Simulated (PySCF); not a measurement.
SMILES [CH2]([In]([CH2]C)[Br])C, GFN2-xTB optimised geometry.

```
16

In    -0.81    -0.67     0.00
Br    -1.72    -3.02     0.01
C      1.48    -0.67     0.00
C      2.01    -2.09    -0.05
H      1.81    -0.15     0.90
H      1.80    -0.09    -0.87
H      1.68    -2.60    -0.95
H      1.67    -2.66     0.81
H      3.10    -2.09    -0.04
C     -2.49     0.89     0.00
C     -1.98     2.32     0.02
H     -3.10     0.67     0.88
H     -3.08     0.69    -0.89
H     -1.36     2.53    -0.85
H     -1.38     2.51     0.91
H     -2.82     3.02     0.02
```

Density from PySCF with PBE0/def2-TZVP, def2 effective core potentials past Kr at that geometry. The core electrons that the potentials of In replace are not part of the density.

Minimum of the electron density along straight lines between bonded atoms, close to the bond critical point (lines longer than 1.1 times the sum of covalent radii, or with two minima, are not listed):

```tsv
bond	length / Å	ρ at the minimum / e bohr⁻³	∇²ρ there / e bohr⁻⁵	position (fraction from the first atom)
In1–Br2	2.522	0.068	0.14	0.47
In1–C3	2.290	0.081	0.08	0.51
C3–C4	1.517	0.247	-0.61	0.51
C3–H5	1.091	0.276	-0.93	0.64
C3–H6	1.091	0.276	-0.93	0.64
C4–H7	1.092	0.278	-0.95	0.64
C4–H8	1.092	0.278	-0.95	0.64
C4–H9	1.092	0.276	-0.94	0.64
In1–C10	2.292	0.081	0.08	0.51
C10–C11	1.518	0.247	-0.61	0.50
C10–H12	1.093	0.275	-0.93	0.64
C10–H13	1.093	0.275	-0.93	0.64
C11–H14	1.091	0.278	-0.95	0.64
C11–H15	1.091	0.278	-0.95	0.64
C11–H16	1.092	0.276	-0.94	0.64
```
